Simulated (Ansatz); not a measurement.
H4BN, triplet, geometry from GFN2-xTB (a higher spin typed on purpose: for a closed-shell molecule this is an excited state); WB97X/6-31G* run with Ansatz (a program for electronic structure).

Input for Ansatz:
Ansatz 0.2 input:
```yaml
crystal:
  periodic: [false, false, false]
  atoms:
    - {symbol: B, position_ang: [-0.78805315, 0.15292982, -0.22510804]}
    - {symbol: N, position_ang: [0.62170720, -0.04098803, 0.05505530]}
    - {symbol: H, position_ang: [-1.38855047, -0.89304437, -0.30414008]}
    - {symbol: H, position_ang: [-1.37559735, 0.65664534, 0.70331406]}
    - {symbol: H, position_ang: [1.37443024, 0.32028859, -0.51034690]}
    - {symbol: H, position_ang: [0.97803298, -0.56162246, 0.85132607]}
basis:
  gaussian:
    orbitals: 6-31G*
hamiltonian:
  xc: {name: wB97X}
magnetization: {spin_polarized: true, initial_magnetization: 2}
```

### Question
What does Ansatz print? Leave out banner, timings and long lists.

### Answer

```
Functional definition: wB97X
405 factors; integrals over basis functions are off by at most 1.1e-3 eV
119 factors; integrals over basis functions are off by at most 4.6e-6 eV
mean field evaluation 1: about -2225.3216 eV, gradient 2.0e1 eV
mean field evaluation 2: about -2225.9408 eV, gradient 1.7e1 eV
mean field evaluation 4: about -2227.0306 eV, gradient 6.8e-1 eV
mean field evaluation 8: about -2227.0325 eV, gradient 4.3e-2 eV
mean field evaluation 16: about -2227.0325 eV, gradient 3.2e-5 eV
mean field -2227.03251705 eV, -81.8419354646 hartree, gradient 3.2e-5 eV, S^2 2.004873; 0 other end points of the search recorded, 0 dependent functions left out
reference -2227.03250415 eV, -81.8419349905 hartree; 9, 7 occupied and 29, 31 virtual orbitals, 405 factors
Total energy: -2227.03250415 eV, -81.8419349905 hartree
```
